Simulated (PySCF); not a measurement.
Stepwise substitution at one centre (Ga Br-OH). Gas-phase values, no solvent. One relaxed conformer stands for each flexible species; it need not be the lowest. Strings in code marks are SMILES.

Calculation: PBE-D3(BJ)/def2-TZVP // B3LYP-D3(BJ)/def2-TZVP in PySCF 2.14.0. Excitations are Tamm–Dancoff values on a coarser integration grid. The basis has no diffuse functions, so Rydberg states are missing or too high.

```csv
species,S1–T1 gap (TDA) (eV),S1 excitation (TDA) (eV),S1 oscillator strength
0 of 3 Br replaced by OH (`[Br][Ga]([Br])[Br]`),0.30,4.33,0.000
1 of 3 Br replaced by OH,0.35,4.81,0.015
"2 of 3 Br replaced by OH (`[Ga]([OH])([Br])[OH]` (H–O–Ga–Br torsion 0°, Br–Ga–O–H torsion -180°))",0.37,5.23,0.001
3 of 3 Br replaced by OH (`[OH][Ga]([OH])[OH]`),0.31,5.42,0.000
```
